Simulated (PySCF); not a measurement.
C2H7AlN2.
Bonds: C1–C2, C2–N3, N3–Al4, Al4–N5, C1–N5. Hydrogens: H6, H7 on C1; H8, H9 on C2; H10 on N3; H11 on Al4; H12 on N5.

Level of theory: PBE0-D3(BJ)/def2-SVP geometry optimisation, gas phase in PySCF.

**Question.** How far are the bound atoms from Al4?

**Answer.** 3 atoms: H11 1.578 Å, N3 1.784 Å, N5 1.784 Å. The nearest atom not counted as bound is H10, at 2.59 Å (others tie with it).

**Question.** List the angles at Al4.

**Answer.** 
```csv
angle,degrees,distance of the outer atoms (Å)
N5–Al4–H11,132.9,3.08
N3–Al4–H11,132.3,3.08
N3–Al4–N5,94.8,2.63
```

**Question.** What is the shape at Al4?

**Answer.** Planar: angles 132.9°, 132.3° and 94.8°, sum 360.0°, 0.00 Å off the plane of its three neighbours.

**Question.** What are the other bond lengths?

**Answer.** C1–C2 1.539 Å; C1–N5, C2–N3 1.457 Å; C1–H6 and 3 like bonds 1.108 Å; N3–H10, N5–H12 1.010 Å.

**Question.** Give some angles away from the centre.

**Answer.** C2–C1–N5 109.0°, C2–N3–Al4 108.4°.

**Question.** What are the rotational constants (commonest isotopes, rigid rotor)?

**Answer.** A = 6210, B = 4722, C = 2821 MHz: an asymmetric top.

Point group: C2 (every atom within 0.08 Å of its image). Charge 0, singlet. PBE0-D3(BJ)/def2-SVP frequencies: not computed here.

One conformer stands for the species.
